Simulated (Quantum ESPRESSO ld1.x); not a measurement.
The numbers below are computed, except where a source is named.
Question: Tl3+, configuration [Xe] 4f14 5d10. Level of theory: scalar-relativistic Kohn-Sham, LDA (Slater exchange, Perdew-Wang correlation), spin-polarised, spherical densities, point nucleus (ld1.x of Quantum ESPRESSO 7.5). Some entries of the table are withheld. Estimate them.

orbital,occ.,eigenvalue (eV),<r> (bohr)
1s,2,-85600.8,0.01632
2s,2,-15266.6,0.06877
2p,6,-13137.8,0.06236
3s,2,(1),(2)
3p,6,-3053.69,0.1794
3d,10,(3),(4)
4s,2,-840.509,0.3918
4p,6,(5),0.4179
4d,10,-404.483,0.4400
5s,2,-160.826,0.8758
4f,14,-143.986,0.4677
5p,6,-105.766,1.005
5d,10,-44.6019,1.342

Answer: 
(1) 3s eigenvalue (eV): -3666.18
(2) 3s <r> (bohr): 0.1777
(3) 3d eigenvalue (eV): -2418.63
(4) 3d <r> (bohr): 0.1625
(5) 4p eigenvalue (eV): -639.716
